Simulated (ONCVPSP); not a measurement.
## B (Z = 5), ONCV: configuration errors across variants

```json
{"Element": "boron", "Generator": "ONCVPSP 4.0.1", "Type": "optimised norm-conserving Vanderbilt (ONCV)", "Functional": "LDA (Perdew-Zunger)", "Relativity": "non-relativistic", "Frozen core": "[He]", "Valence charge": "3", "Reference configuration": "2s1 2p2", "Partial waves": "2s: rc 1.30 bohr, ncon 4, nbas 7, qcut 4 1/bohr, 1 projector; 2p: rc 2.00 bohr, ncon 3, nbas 7, qcut 4.4 1/bohr, 1 projector", "Local potential": "polynomial inside 1.15 bohr (lpopt 5, dvloc0 6 Ha)", "Core correction": "Teter function, fcfact 4.75, rcfact 1.15"}
```

All-electron excitation energies from the reference (eV): (1) 2s2 2p1 -5.680; (2) 2s2 2p0 2.649; (3) 2s1 2p0 27.947; (4) 2s1 2p1 8.598.

A true bound ghost makes a file unfit for plane-wave use even where its test errors are small: the radial tests pick states by their node count and pass the ghost by.

Errors AE − PS in meV (a dash: test not solved or not reliable):

| change | (1) | (2) | (3) | (4) | bound ghosts | GHOST(+) flags above zero |
| --- | --- | --- | --- | --- | --- | --- |
| base | -2.0 | +72 | +252 | +18 | none | none |
| core correction Teter function fitted to the true core (icmod 2), fcfact 0.7 | -2.2 | +69 | +229 | +16 | none | none |
| s: rc 1.82 | -3.3 | +92 | +294 | +22 | none | s |
| core correction Teter function, fcfact 4.75, rcfact 0.98 | -2.0 | +74 | +266 | +19 | none | none |
| s: nproj 3 | -2.1 | +71 | +245 | +17 | s | s |
| local potential polynomial inside 1.05 bohr (lpopt 5, dvloc0 3 Ha) | -2.0 | +73 | +253 | +18 | none | none |
| p: ncon 4, nbas 8 | +0.4 | +65 | +221 | +16 | none | none |

(1) Give the same row for: s: qcut 5.3; p: qcut 5.9.

Results:

(1) +1.8, +45, +161, +11; bound ghosts: none; GHOST(+) flags above zero: none.
